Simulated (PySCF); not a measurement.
One of the candidates below gave these computed data.

All candidates are C5H10SSi.

* 13C NMR: chemical shifts (computed TMS as zero) by class: 55.8 (3 C), 43.0 (1 C), 28.1 (1 C) ppm [GIAO PBE0/pcSseg-1]
* NMR, other nuclei: isotropic shieldings of nuclei other than C and H, by class: 408 (1 Si), 632 (1 S) ppm [GIAO PBE0/pcSseg-1]
* UV, first state: lowest singlet excitation: 5.71 eV (217 nm, f = 0.009) [TDDFT CAM-B3LYP/def2-SVPD]
* Valence photoelectron: vertical ionisation energy: 8.86 eV [ΔSCF CAM-B3LYP/def2-SVPD]
* Dipole: 1.73 D [CAM-B3LYP/def2-SVPD]
* Triplet: lowest triplet excitation (Tamm–Dancoff): 5.35 eV [TDA CAM-B3LYP/def2-SVPD]
* Rotational structure: rotational constants A, B, C: 3.744, 1.210, 1.085 GHz [PBE0-D3(BJ)/def2-SVP]
* Polarisability: 103.1 au [CAM-B3LYP/def2-SVPD]
* 1H NMR: chemical shifts (computed TMS as zero) by class: 4.56 (3 H), 2.56 (1 H), 1.80 (6 H) ppm [GIAO PBE0/pcSseg-1]

Electronic properties: PySCF, gas phase, density fitting. Levels stand in brackets. Geometry: PBE0-D3(BJ)/def2-SVP, one conformer, isolated molecule. Each NMR value is the plain mean over a class of atoms that symmetry, rotation or inversion makes alike.

Question: Which candidate is it?
A. `C/C=C/C=C\S[SiH3]`
B. `C[SiH2]S[C@]12C[C@H]1C2`
C. `C/C=C\C=C/S[SiH3]`
D. `C/C=C/C=C/S[SiH3]`
E. `[SiH3]SC12CC(C1)C2`

Answer: E. It is `[SiH3]SC12CC(C1)C2`. Numbering: `[SiH3:1][S:2][C@:3]12[CH2:4][C@H:5]([CH2:6]1)[CH2:7]2`. Its formula, C5H10SSi, gives 2 degrees of unsaturation: 2 rings and 0 π bonds in the structure found. 5 carbons fall into 3 classes; from least to most shielded: four-membered-ring carbon [C4/C6/C7] (55.8 ppm, 3 C), ring sp3 carbon bound to sulfur [C3] (43.0 ppm), sp3 carbon at a ring junction [C5] (28.1 ppm). Hydrogen classes from least to most shielded: 3 H on an SiH3 silicon, Si1 (4.56 ppm), 1 H on an sp3 carbon at a ring junction, C5 (2.56 ppm), 6 H on 3 four-membered-ring carbons, C4/C6/C7 (1.80 ppm). The other shieldings belong to: 408 ppm, SiH3 silicon [Si1]; 632 ppm, sulfur bonded to C and Si [S2]. The first electron is taken from the HOMO, whose largest Löwdin shares are 0.66 on the sulfur bonded to C and Si, 0.09 on the SiH3 silicon, 0.09 on the sp3 carbon bound to sulfur and 0.04 on a four-membered-ring carbon. By its constants the optimised geometry is an asymmetric top.

The others, at the same levels:
- `C/C=C\C=C/S[SiH3]` fails: it has 5 carbon classes against 3; its computed 13C shifts are 136.0 (1 C), 130.8 (1 C), 130.6 (1 C), 129.2 (1 C), 16.0 (1 C) ppm, 1H shifts are 6.64 (1 H), 6.56 (1 H), 5.71 (1 H), 5.55 (1 H), 4.69 (3 H), 1.85 (3 H) ppm and lowest singlet excitation is 4.84 eV (256 nm, f = 0.723) (against 5.71 eV).
- `C/C=C/C=C\S[SiH3]` fails: it has 5 carbon classes against 3; its computed 13C shifts are 139.4 (1 C), 136.8 (1 C), 133.4 (1 C), 126.3 (1 C), 21.9 (1 C) ppm, 1H shifts are 6.64 (1 H), 6.20 (1 H), 5.74 (1 H), 5.37 (1 H), 4.68 (3 H), 1.96 (3 H) ppm and lowest singlet excitation is 4.87 eV (255 nm, f = 0.717) (against 5.71 eV).
- `C[SiH2]S[C@]12C[C@H]1C2` fails: it has 4 carbon classes against 3; its computed 13C shifts are 40.2 (2 C), 11.6 (1 C), 8.8 (1 C), -2.1 (1 C) ppm, 1H shifts are 4.88 (2 H), 1.70 (1 H), 1.40 (2 H), 0.83 (2 H), 0.52 (3 H) ppm and lowest singlet excitation is 5.91 eV (210 nm, f = 0.006) (against 5.71 eV).
- `C/C=C/C=C/S[SiH3]` fails: it has 5 carbon classes against 3; its computed 13C shifts are 137.8 (1 C), 136.0 (1 C), 134.8 (1 C), 130.9 (1 C), 21.4 (1 C) ppm, 1H shifts are 6.13 (1 H), 5.92 (1 H), 5.86 (1 H), 5.65 (1 H), 4.60 (3 H), 1.86 (3 H) ppm and lowest singlet excitation is 4.97 eV (250 nm, f = 0.798) (against 5.71 eV).

Each candidate is one conformer, not necessarily the lowest. Dipoles, sizes and rotational constants follow the conformer. The torsions of the flexible species, by atom-mapped SMILES:
- `[SiH3:1][S:2][C@:3]12[CH2:4][C@H:5]([CH2:6]1)[CH2:7]2`: Si1–S2–C3–C4 -179°
- `[CH3:1]/[CH:2]=[CH:3]\[CH:4]=[CH:5]/[S:6][SiH3:7]`: C2–C3–C4–C5 180°, C4–C5–S6–Si7 180°
- `[CH3:1]/[CH:2]=[CH:3]/[CH:4]=[CH:5]\[S:6][SiH3:7]`: C2–C3–C4–C5 180°, C4–C5–S6–Si7 180°
- `[CH3:1][SiH2:2][S:3][C@:4]12[CH2:5][C@H:6]1[CH2:7]2`: C1–Si2–S3–C4 -61°, Si2–S3–C4–C5 -95°
- `[CH3:1]/[CH:2]=[CH:3]/[CH:4]=[CH:5]/[S:6][SiH3:7]`: C2–C3–C4–C5 179°, C4–C5–S6–Si7 -2°
